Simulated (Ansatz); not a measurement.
Geometry optimisation, Ansatz 0.2.0, RKS PBE0-D4/def2-SVP.

input.yaml

```yaml
crystal:
  periodic: [false, false, false]
  atoms:
    - { symbol: Sn, position_ang: [0.0, 0.0, 0.0] }
    - { symbol: O, position_ang: [0.0, 0.0, 1.96] }
    - { symbol: H, position_ang: [-0.9095, -0.2814, 2.2971] }
    - { symbol: Cl, position_ang: [2.2726, 0.0, -0.8025] }
    - { symbol: H, position_ang: [-0.8195, 1.4198, -0.5794] }
    - { symbol: Cl, position_ang: [-1.1351, -1.9666, -0.8025] }
basis:
  gaussian: { orbitals: def2-SVP }
hamiltonian:
  xc: pbe0
  dispersion: d4
relax:
  f_tol: 0.02
  max_steps: 40
```

Launched with:

```bash
$ ansatz run input.yaml --threads 2 --pin off --max-ram 3072MiB --backend cpu --events-out ev --progress --plain --runs-dir out
```

Where does it end, and by what steps?

The run converged. The force dipped under the threshold on the way, but the program's further checks kept it going. After 9 steps the energy has fallen by 0.251 eV; H3 moved furthest, 0.82 Å.

| step | energy less start (eV) | largest force component (eV/Å) | accepted |
| --- | --- | --- | --- |
| 0 | 0.0000 | 1.791 | yes |
| 1 | -0.1337 | 1.110 | yes |
| 2 | -0.1705 | 0.991 | yes |
| 3 | -0.1731 | 0.557 | yes |
| 4 | -0.2199 | 0.309 | yes |
| 5 | -0.2423 | 0.359 | yes |
| 6 | -0.2503 | 0.043 | yes |
| 7 | -0.2512 | 0.017 | yes |
| 8 | -0.2513 | 0.063 | yes |
| 9 | -0.2513 | 0.001 | yes |

```xyz
6
Properties=species:S:1:pos:R:3
Sn -0.160 0.087 -0.061
O -0.470 0.206 1.873
H -0.142 -0.563 2.355
Cl 2.130 -0.182 -0.435
H -0.775 1.484 -0.798
Cl -1.174 -1.860 -0.861
```

Whether the end is a true minimum wasn't checked by a vibrational analysis.

Run time: 33 s on 2 threads of Arm Neoverse V1, on a shared host, peak memory 0.2 GiB.
